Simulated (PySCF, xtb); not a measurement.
Ge(Br)(OH) (BrGeHO), SMILES [OH][Ge][Br] (connectivity only; charge and spin as stated), neutral, multiplicity 1. One conformer was computed; it need not be the lowest.

Harmonic wavenumbers (cm⁻¹) from GFN2-xTB (xtb) at its own minimum, in rising order: 171, 271, 362, 454, 545, 3687.

Q: What does B3LYP-D3(BJ)/def2-TZVP in PySCF give at its own minimum? (An estimate is asked for; the answer gives what the named calculation found.)

A: 183, 279, 437, 671, 821, 3795. Paired by order, the mean absolute difference is 116 cm⁻¹ and the zero-point energies are 7.8 and 8.8 kcal/mol.
